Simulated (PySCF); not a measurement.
C3H6GeO, SMILES C#C[CH2][GeH2][OH].

Geometry: B3LYP-D3(BJ)/def2-SVP. The structure was generated by enumeration, and PubChem lists no compound with its InChIKey, so it may never have been made. Other conformers were not sampled.

All values below come from PBE/def2-TZVP (PySCF).

Isolated molecule, no solvent.

```
Item                                                                                                            Value
---------------------------------------------------------------------------------------------  ----------------------
total energy                                                                                      -2269.62536 hartree
point group                                                                                                        Cs
highest occupied level                                                                                       -6.30 eV
lowest empty level                                                                                           -0.71 eV
orbital gap                                                                                                   5.59 eV
dipole moment                                                                                               0.232 e·Å
quadrupole, principal values (traceless, Buckingham form, about the centre of nuclear charge)  -3.14, -2.73, 5.87 D·Å
mean static polarisability                                                                      69.0 bohr³ (10.23 Å³)
polarisability, principal values                                                               53.5, 60.2, 93.3 bohr³
```
